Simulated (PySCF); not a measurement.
**Shifts of the heteroatoms**

Structure with atom numbers: `[N:1]#[C:2]/[CH:3]=[CH:4]/[CH2:5][SiH2:6]/[CH:7]=[CH:8]/[SiH3:9]` (H(Xn): hydrogen on atom n).

PySCF 2.14 calculation with GIAO PBE0/pcSseg-1 shieldings and geometry: PBE0-D3(BJ)/def2-SVP; equivalent nuclei averaged, a single conformation, isolated molecule, no relativistic terms.

(1) Predict the ²⁹Si NMR data.

(2) What are the ¹⁵N shifts?

## Answers

(1) 
```
atoms                 environment  σ (ppm)  δ (ppm)
  Si6  silicon bonded to 2 C, 2 H    396.1    -50.3
  Si9    silicon bonded to C, 3 H    416.6    -67.4
```

Shieldings were converted by a linear fit to measured shifts: ²⁹Si (scatter 9.7 ppm rms, 23.4 ppm with the 5 outliers that the fit left out vs TMS, solution or neat liquid). A few per cent of atoms miss by over 2 rms, more outside the fitted compound classes.

On a 400 MHz spectrometer ²⁹Si resonates near 79.5 MHz, so 1 ppm is 79.5 Hz.

(2) 
```tsv
atoms	environment	σ (ppm)	δ (ppm)
N1	nitrile nitrogen	-53.1	-101.9
```

Shieldings were converted by a linear fit to measured shifts: ¹⁵N: δ = -150.45 − 0.916σ (rms 7.2 ppm, 79 shifts vs CH3NO2, solution or neat liquid). Occasional misses reach two or three times the rms, and more in compound classes unlike the fitted ones.

On a 600 MHz spectrometer ¹⁵N resonates near 60.8 MHz, so 1 ppm is 60.8 Hz.
